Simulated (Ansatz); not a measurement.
CH₅F₂NSi₂ (`N=C(F)[SiH](F)[SiH3]`) at its PBE0-D4/def2-TZVP geometry, where that method's forces vanish. Charge 0, multiplicity 1.

```tsv
atom	x (Å)	y (Å)	z (Å)
N1	-1.5677	-0.3515	1.1749
C2	-0.4076	-0.7955	1.3042
F3	-0.0829	-1.7159	2.2420
Si4	1.0021	-0.1510	0.2121
F5	1.8887	-1.4057	-0.2416
Si6	0.0303	0.9358	-1.6154
H7	-2.2254	-0.7401	1.8532
H8	1.8585	0.7168	1.0604
H9	-0.9266	0.0227	-2.2884
H10	1.0974	1.3319	-2.5730
H11	-0.6668	2.1525	-1.1285
```

(1) For each bond, give half the difference of the two atoms' forces along it (eV/Å; positive pushes the atoms apart) under PBE-D4, r2SCAN-D4, B3LYP-D4, ωB97M-V in def2-TZVPP. (An estimate is asked.)

Results:

(1) Ansatz gave: 
```tsv
bond	length (Å)	PBE-D4	r2SCAN-D4	B3LYP-D4	ωB97M-V
N1–C2	1.249	0.57	0.21	0.04	0.02
N1–H7	1.022	0.17	-0.03	-0.07	-0.05
C2–F3	1.354	0.56	0.40	0.41	0.24
C2–Si4	1.896	-0.35	-0.19	-0.14	-0.07
Si4–F5	1.602	0.56	0.05	0.20	0.19
Si4–Si6	2.338	-0.17	-0.01	0.06	-0.01
Si4–H8	1.485	0.06	-0.01	-0.13	-0.18
Si6–H9	1.484	0.09	-0.01	-0.07	-0.10
Si6–H10	1.487	0.08	-0.02	-0.07	-0.09
Si6–H11	1.484	0.09	-0.01	-0.07	-0.10
```

B3LYP here is the variant with VWN-RPA as its local correlation; programs differ in this.
